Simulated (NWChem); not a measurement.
Everything below was run with NWChem. System: octasulfur (S8), charge 0, spin multiplicity 1, at a geometry optimised with PBE0/def2-SVP. Level: RHF/def2-SVP.

Part of the output:

```
             Northwest Computational Chemistry Package (NWChem) 7.3.0
             --------------------------------------------------------

                                NWChem Input Module
                                -------------------

 Scaling coordinates for geometry "geometry" by  1.889725989
 (inverse scale =  0.529177249)

 Turning off AUTOSYM since
 SYMMETRY directive was detected!

                             Geometry "geometry" -> ""
                             -------------------------

 Output coordinates in angstroms (scale by  1.889725989 to convert to a.u.)

  No.       Tag          Charge          X              Y              Z
 ---- ---------------- ---------- -------------- -------------- --------------
    1 S                   16.0000     1.84689000     0.06684000     1.70929400
    2 S                   16.0000     1.51710700     1.15356200     0.00000000
    3 S                   16.0000     1.84689000     0.06684000    -1.70929400
    4 S                   16.0000     0.02200300    -0.96026100    -2.09445400
    5 S                   16.0000    -1.44080800     0.44579600    -1.71959300
    6 S                   16.0000    -2.37327900    -0.25831200     0.00000000
    7 S                   16.0000    -1.44080800     0.44579600     1.71959300
    8 S                   16.0000     0.02200300    -0.96026100     2.09445400

 Effective nuclear repulsion energy (a.u.)    1230.2429166704

            Nuclear Dipole moment (a.u.)
            ----------------------------
        X                 Y               Z
 ---------------- ---------------- ----------------
    -0.0000604712    -0.0000000000     0.0000000000

      Symmetry information
      --------------------

 Group name             Cs
 Group number              2
 Group order               2
 No. of unique centers     5

      Symmetry unique atoms

     1    2    4    5    6


 Summary of "ao basis" -> "" (spherical)
 ------------------------------------------------------------------------------
       Tag                 Description            Shells   Functions and Types
 ---------------- ------------------------------  ------  ---------------------
 *                          def2-svp                  on all atoms

 Summary of "ao basis" -> "ao basis" (spherical)
 ------------------------------------------------------------------------------
       Tag                 Description            Shells   Functions and Types
[...]
 Vector   64  Occ=2.000000D+00  E=-3.444367D-01  Symmetry=a"
              MO Center=  3.2D-01, -2.7D-01,  4.5D-16, r^2= 7.3D+00
   Bfn.  Coefficient  Atom+Function         Bfn.  Coefficient  Atom+Function
  ----- ------------  ---------------      ----- ------------  ---------------
    67      0.336257  4 S  pz               139      0.336257  8 S  pz
    13     -0.224010  1 S  pz                49     -0.224010  3 S  pz
    64      0.218713  4 S  pz               136      0.218713  8 S  pz
    12     -0.202152  1 S  py                48      0.202152  3 S  py
    85     -0.172140  5 S  pz               121     -0.172140  7 S  pz

 Vector   65  Occ=0.000000D+00  E= 5.698589D-02  Symmetry=a'
              MO Center= -2.7D-01,  1.3D-01, -1.4D-13, r^2= 6.7D+00
   Bfn.  Coefficient  Atom+Function         Bfn.  Coefficient  Atom+Function
  ----- ------------  ---------------      ----- ------------  ---------------
    30      0.506140  2 S  py               101      0.506165  6 S  px
    94      0.484688  6 S  s                 22     -0.455202  2 S  s
    85     -0.404551  5 S  pz               121      0.404551  7 S  pz
    13     -0.380934  1 S  pz                49      0.380934  3 S  pz
    76     -0.338569  5 S  s                112     -0.338569  7 S  s

 Vector   66  Occ=0.000000D+00  E= 5.734217D-02  Symmetry=a"
              MO Center=  3.0D-01, -2.0D-01,  3.2D-13, r^2= 7.2D+00
   Bfn.  Coefficient  Atom+Function         Bfn.  Coefficient  Atom+Function
  ----- ------------  ---------------      ----- ------------  ---------------
    66      0.480009  4 S  py               138     -0.480009  8 S  py
    11     -0.430772  1 S  px                47      0.430772  3 S  px
    58      0.424912  4 S  s                130     -0.424912  8 S  s
    76     -0.323399  5 S  s                112      0.323399  7 S  s
   103     -0.306311  6 S  pz                84      0.280071  5 S  py

 Vector   67  Occ=0.000000D+00  E= 7.687121D-02  Symmetry=a"
              MO Center=  3.4D-01, -1.4D-01,  2.8D-15, r^2= 7.0D+00
   Bfn.  Coefficient  Atom+Function         Bfn.  Coefficient  Atom+Function
  ----- ------------  ---------------      ----- ------------  ---------------
    65     -0.572972  4 S  px               137      0.572972  8 S  px
    31      0.567014  2 S  pz                 4     -0.343138  1 S  s
    40      0.343138  3 S  s                 84      0.325425  5 S  py
   120     -0.325425  7 S  py                11      0.321194  1 S  px
    47     -0.321194  3 S  px                76     -0.216379  5 S  s

 center of mass
 --------------
 x =  -0.00000047 y =  -0.00000000 z =   0.00000000

 moments of inertia (a.u.)
 ------------------
        2760.607516384652        -146.502268662247           0.000000000000
        -146.502268662247        4503.005776610953           0.000000000000
           0.000000000000           0.000000000000        2575.422322445951

  Mulliken analysis of the total density
  --------------------------------------

    Atom       Charge   Shell Charges
 -----------   ------   -------------------------------------------------------
    1 S   16    16.01   2.00  1.99  1.23  0.65  5.94  1.68  2.41  0.10
    2 S   16    15.99   2.00  1.99  1.24  0.64  5.94  1.69  2.38  0.11
    3 S   16    16.01   2.00  1.99  1.23  0.65  5.94  1.68  2.41  0.10
    4 S   16    16.01   2.00  1.99  1.23  0.66  5.94  1.68  2.41  0.10
    5 S   16    16.00   2.00  1.99  1.23  0.66  5.94  1.69  2.39  0.11
    6 S   16    15.99   2.00  1.99  1.24  0.65  5.94  1.68  2.39  0.10
    7 S   16    16.00   2.00  1.99  1.23  0.66  5.94  1.69  2.39  0.11
    8 S   16    16.01   2.00  1.99  1.23  0.66  5.94  1.68  2.41  0.10

       Multipole analysis of the density wrt the origin
       ------------------------------------------------

     L   x y z        total         open         nuclear
     -   - - -        -----         ----         -------
     0   0 0 0     -0.000000      0.000000    128.000000

     1   1 0 0     -0.002085      0.000000     -0.000060
     1   0 1 0      0.043573      0.000000     -0.000000
     1   0 0 1     -0.000000      0.000000      0.000000

     2   2 0 0    -77.852590      0.000000   1080.398131
     2   1 1 0     -0.198122      0.000000     73.315125
     2   1 0 1     -0.000000      0.000000     -0.000000
     2   0 2 0    -78.678464      0.000000    208.437943
     2   0 1 1      0.000000      0.000000      0.000000
     2   0 0 2    -78.393179      0.000000   1173.071614

 Task  times  cpu:        3.3s     wall:        3.3s

 Total times  cpu:        3.3s     wall:        3.3s
```

Question: Write an NWChem input that would produce this output.

Answer: This is not unique; one that fits is 
```
start mol
memory heap 200 mb stack 900 mb global 1100 mb
geometry units angstroms nocenter noautoz
  S      1.846890     0.066840     1.709294
  S      1.517107     1.153562     0.000000
  S      1.846890     0.066840    -1.709294
  S      0.022003    -0.960261    -2.094454
  S     -1.440808     0.445796    -1.719593
  S     -2.373279    -0.258312     0.000000
  S     -1.440808     0.445796     1.719593
  S      0.022003    -0.960261     2.094454
  symmetry group Cs
end
basis spherical
  * library def2-svp
end
scf
  rhf
  nopen 0
  maxiter 100
  thresh 1e-7
  semidirect memsize 60000000 filesize 0
end
task scf energy
```
